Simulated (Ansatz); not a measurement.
A first, cheap relaxation of C2H5AlS (`[CH3][Al]1[CH2][S]1`).

```yaml
crystal:
  periodic: [false, false, false]
  atoms:
    - {symbol: C, position_ang: [-0.324100, 1.498300, -0.900900]}
    - {symbol: Al, position_ang: [0.456600, -0.149300, -0.269500]}
    - {symbol: C, position_ang: [0.295200, -1.458000, 1.136200]}
    - {symbol: S, position_ang: [0.666000, -2.446600, -0.343600]}
    - {symbol: H, position_ang: [-0.974200, 1.327400, -1.837400]}
    - {symbol: H, position_ang: [-1.028000, 1.972900, -0.120300]}
    - {symbol: H, position_ang: [0.449000, 2.279600, -1.153400]}
    - {symbol: H, position_ang: [1.226200, -1.488500, 1.843000]}
    - {symbol: H, position_ang: [-0.678300, -1.582100, 1.628900]}
basis:
  gaussian: {orbitals: def2-SVP}
hamiltonian: {xc: pbe, dispersion: d4}
relax: {f_tol: 0.03, max_steps: 200}
```

```sh
$ ansatz run in.yaml --threads 2 --pin off --events-out ev --progress --plain --max-ram 4352MiB
```

It prints (some lines left out):

```
Functional definition: PBE
  name "PBE"
  cite "Perdew, Burke & Ernzerhof, Phys. Rev. Lett. 77, 3865 (1996) doi:10.1103/PhysRevLett.77.3865"
  parent pbe
  parameter kappa = 0.804
  parameter beta = 0.06672455060314922
  exchange = pbe_x(kappa = kappa, mu = beta*pi^2/3)
  correlation = pbe_c(beta = beta)
mean field -19568.90844581 eV, -719.1441211011 hartree, gradient 6.9e-5 eV, S^2 0.000000; 0 other end points of the search recorded, 0 dependent functions left out
the calculation of the forces begins
relax step   1: F+E_penalty+E_count = -19569.07889565 eV  Δ(F+E_penalty+E_count) = +0.000e0 eV  max|allowed force component| = 2.126e0 eV/Å  Δτ_max = 0.0000 Å  (27 SCF iters, accepted)
these checks for a lower state are left out or cut short: starts, cluster_reference, orbital_swaps, neighbouring_geometries, increment
mean field -19569.41148921 eV, -719.1626076048 hartree, gradient 2.2e-5 eV, S^2 0.000000; 0 other end points of the search recorded, 0 dependent functions left out
the calculation of the forces begins
relax step   2: F+E_penalty+E_count = -19569.58174626 eV  Δ(F+E_penalty+E_count) = -5.029e-1 eV  max|allowed force component| = 1.201e0 eV/Å  Δτ_max = 0.1945 Å  (29 SCF iters, accepted)
these checks for a lower state are left out or cut short: starts, cluster_reference, orbital_swaps, neighbouring_geometries, increment
mean field -19569.51805436 eV, -719.1665238021 hartree, gradient 1.2e-5 eV, S^2 0.000000; 0 other end points of the search recorded, 0 dependent functions left out
the calculation of the forces begins
relax step   3: F+E_penalty+E_count = -19569.68819272 eV  Δ(F+E_penalty+E_count) = -1.064e-1 eV  max|allowed force component| = 3.432e-1 eV/Å  Δτ_max = 0.1718 Å  (29 SCF iters, accepted)
these checks for a lower state are left out or cut short: starts, cluster_reference, orbital_swaps, neighbouring_geometries, increment
mean field -19569.54804341 eV, -719.1676258791 hartree, gradient 1.3e-5 eV, S^2 0.000000; 0 other end points of the search recorded, 0 dependent functions left out
the calculation of the forces begins
relax step   4: F+E_penalty+E_count = -19569.71816860 eV  Δ(F+E_penalty+E_count) = -2.998e-2 eV  max|allowed force component| = 9.071e-2 eV/Å  Δτ_max = 0.1192 Å  (28 SCF iters, accepted)
these checks for a lower state are left out or cut short: starts, cluster_reference, orbital_swaps, neighbouring_geometries, increment
mean field -19569.55041244 eV, -719.1677129395 hartree, gradient 1.5e-5 eV, S^2 0.000000; 0 other end points of the search recorded, 0 dependent functions left out
the calculation of the forces begins
relax step   5: F+E_penalty+E_count = -19569.72054336 eV  Δ(F+E_penalty+E_count) = -2.375e-3 eV  max|allowed force component| = 3.679e-2 eV/Å  Δτ_max = 0.0500 Å  (28 SCF iters, accepted)
these checks for a lower state are left out or cut short: starts, cluster_reference, orbital_swaps, neighbouring_geometries, increment
mean field -19569.55086228 eV, -719.1677294708 hartree, gradient 1.5e-5 eV, S^2 0.000000; 0 other end points of the search recorded, 0 dependent functions left out
the calculation of the forces begins
relax step   6: F+E_penalty+E_count = -19569.72106125 eV  Δ(F+E_penalty+E_count) = -5.179e-4 eV  max|allowed force component| = 2.216e-2 eV/Å  Δτ_max = 0.0226 Å  (29 SCF iters, accepted)
mean field -19569.55086228 eV, -719.1677294708 hartree, gradient 1.5e-5 eV, S^2 0.000000; 1 other end points of the search recorded, 0 dependent functions left out
the calculation of the forces begins
Total energy: -19569.72109859 eV, -719.1739855399 hartree
Atom 0 at    -0.371044     1.544053    -0.963130 Å, force     0.011038     0.013208     0.003266 eV/Å
Atom 1 at     0.043403    -0.189373    -0.170337 Å, force     0.001000    -0.022162     0.006145 eV/Å
Atom 2 at     0.349377    -1.441534     1.274993 Å, force     0.003280     0.011557    -0.018778 eV/Å
Atom 3 at     0.574077    -2.247737    -0.480153 Å, force    -0.003983     0.002096     0.005197 eV/Å
Atom 4 at    -0.803338     1.434800    -1.977930 Å, force    -0.000594    -0.004416     0.002658 eV/Å
Atom 5 at    -1.081102     2.116211    -0.332426 Å, force    -0.004406     0.000506    -0.004032 eV/Å
Atom 6 at     0.557335     2.146603    -1.054498 Å, force    -0.004358    -0.000996     0.002621 eV/Å
Atom 7 at     1.291675    -1.480628     1.853198 Å, force     0.005434     0.003441     0.000696 eV/Å
Atom 8 at    -0.471984    -1.928695     1.833284 Å, force    -0.007411    -0.003235     0.002227 eV/Å
Dipole moment:    -0.153448     0.612378     0.025007 e Å
```

It took 8 s on 2 threads of an Arm Neoverse V2 on a shared host, with 0.13 GiB of host memory at the peak.
